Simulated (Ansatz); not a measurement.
The same ligand exchange along the group Mg, Zn, Cd.

Gas-phase electronic energies from Ansatz, PBE0-D4/def2-TZVP geometries. CBS: MP2 limit from def2 TZ/QZ plus the TZ coupled-cluster correction, frozen cores. This one scheme is used for every species. Elements past krypton have def2 core potentials. For Cd, Mg, Zn outer-core shells are correlated without core-valence functions, which leaves a few kJ/mol of doubt a bond. Scalar relativity is left out up to krypton. Each species was taken in one conformer, which may not be the lowest.

| reaction | CCSD/CBS(def2) (kJ/mol) | CCSD(T)/CBS(def2) (kJ/mol) |
| --- | --- | --- |
| `[NH2][Mg][NH2]` + silanol → `[NH2][Mg][O][SiH3]` + NH₃ | -106 | -105 |
| `[NH2][Zn][NH2]` + silanol → `[NH2][Zn][O][SiH3]` + NH₃ | -52 | -50 |
| `[NH2][Cd][NH2]` + silanol → `[NH2][Cd][O][SiH3]` + NH₃ | -44 | -43 |

Largest T1 diagnostic: 0.015, for `[NH2][Zn][NH2]`.
